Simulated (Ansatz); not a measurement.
Isolated molecules relaxed with PBE0-D4/def2-TZVP in Ansatz; ΔE leaves out vibrations. CBS: MP2 limit from def2 TZ/QZ plus the TZ coupled-cluster correction, frozen cores. One conformer a species, not always the lowest.

Reaction (cleavage of the Si–P bond): `F[SiH2]P[SiH3]` + `COB(O)O` → `COB(O)O[SiH3]` + `F[SiH2]P`

| level | ΔE (kcal/mol) |
| --- | --- |
| HF/def2-TZVPP | -17.1 |
| HF/CBS(def2) | -17.6 |

**Question.** What does CCSD(T)/CBS give? (Estimate.)

**Answer.** Ansatz gave: -11.5 kcal/mol. The listed levels differ from it by -5.6, -6.1 kcal/mol.

Largest T1 diagnostic among the species: 0.013.

The D4 term adds +0.8 kcal/mol with B3LYP and +0.4 kcal/mol with PBE0; it sums over pairs of atoms, weighted by their polarisabilities, and B3LYP, whose exchange is more repulsive, gets the larger term. In def2-TZVPP, CCSD(T) changes the Hartree–Fock value by +5.1 kcal/mol (the triples alone add +0.8 kcal/mol) and MP2 by +5.4 kcal/mol.

B3LYP here is the variant with VWN-RPA as its local correlation; programs differ in this.
